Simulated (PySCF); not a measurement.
**Field gradients at the hydrogen positions**

Species: C5H4O4.
Atom-mapped SMILES: `[O:1]=[C:2]([OH:3])[C:4]1=[CH:5][O:6][CH:7]=[CH:8][O:9]1` (hydrogens: H10 on O3; H11 on C5; H12 on C7; H13 on C8)

Level: B3LYP/pcJ-1 (PySCF, non-relativistic); Q(2H) = 0.00286 b; rigid geometry, the same for H and D, with no vibrational averaging.

Task: Rank these positions by the coupling χzz of a deuteron there, largest first.
A. H13 (vinylic hydrogen)
B. H11 (vinylic hydrogen)
C. H10 (acid proton)

Result: C (283 kHz), A (213 kHz), B (206 kHz).

Task: What are Vzz, η and χzz (234.96 MHz × Q × Vzz) at all hydrogens?

Result: 
| atom | bonded to | bond length (Å) | Vzz (au) | η | χzz (kHz) |
| --- | --- | --- | --- | --- | --- |
| H10 | O3 | 0.970 | 0.4205 | 0.10 | 283 |
| H11 | C5 | 1.078 | 0.3066 | 0.09 | 206 |
| H12 | C7 | 1.074 | 0.3224 | 0.14 | 217 |
| H13 | C8 | 1.076 | 0.3175 | 0.12 | 213 |

Task: Average by the element that carries the hydrogen.

Result: on O: 283 kHz over 1 position, mean bond length 0.970 Å; on C: 212 kHz over 3 positions, mean bond length 1.076 Å.

Task: A static deuteron (I = 1) shows a doublet split by (3/2)χ, (3/4)χ(1 + η) and (3/4)χ(1 − η) with the field along z, y and x of the gradient. What are these for H12?

Result: With |χ| = 216.7 kHz and η = 0.136: 325, 185 and 140 kHz, to first order and without motion.

One conformer (not necessarily the lowest) at the GFN2-xTB geometry, without solvent, vibrations or thermal averaging. GFN2-xTB bond lengths can be off by several hundredths of an ångström, more for odd bonds, and the gradients follow them. The small basis limits the accuracy of the gradients.

These values come from a run that also computed spin–spin couplings. Hardware: an x86-64 server with one thread (shared host). Cost: 26 s wall.

Shape of the structure used: `[O:1]=[C:2]([OH:3])[C:4]1=[CH:5][O:6][CH:7]=[CH:8][O:9]1`: O1–C2–C4–C5 0°, H–O3–C2–O1 0°.
